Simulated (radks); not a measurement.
The chromium ion Cr+ inside a hard spherical wall (all orbitals vanish at R), configuration held at [Ar] 3d5 and not refilled when levels cross. Method: non-relativistic Kohn-Sham, LDA (Slater exchange, Perdew-Wang correlation), spin-unpolarised, spherical densities, point nucleus; computed with a radial shooting solver on a logarithmic mesh with Libxc functionals. Eigenvalues in eV, with the zero of energy where the potential of the charges vanishes at infinity; a dash marks a level that is unbound or too diffuse for the functional's potential to be trusted. A positive occupied level is held by the wall or, in an anion where self-interaction has pushed it up, behind a barrier. The pressure on the wall is -dE/dV.

R (bohr)	E (hartree)	kinetic (hartree)	e(2p)	e(3s)	e(3p)	e(3d)	e(4s, empty)	e(4p, empty)	pressure (GPa)
free	-1041.76361	1040.397	-565.40	-79.137	-52.096	-10.218	-10.018	-6.046	0
12	-1041.76361	1040.397	-565.40	-79.137	-52.096	-10.218	-10.018	-6.043	< 0.0001
10	-1041.76360	1040.397	-565.40	-79.135	-52.094	-10.216	-10.016	-6.022	0.000363
7	-1041.76265	1040.406	-565.31	-79.047	-52.008	-10.137	-9.870	-5.569	0.0678
6	-1041.75943	1040.429	-565.08	-78.839	-51.805	-9.946	-9.503	-4.811	0.398
4	-1041.68446	1040.790	-562.25	-76.437	-49.478	-7.589	-4.277	2.814	17.5
3.5	-1041.59172	1041.176	-559.92	-74.596	-47.696	-5.615	0.744	9.231	52.5
3	-1041.36592	1042.101	-555.66	-71.429	-44.588	-1.949	10.982	21.503	184
2.5	-1040.72093	1044.809	-546.87	-65.355	-38.410	5.615	33.797	47.078	822
2	-1038.42709	1054.092	-525.80	-51.086	-23.243	23.728	91.198	107.17	5000
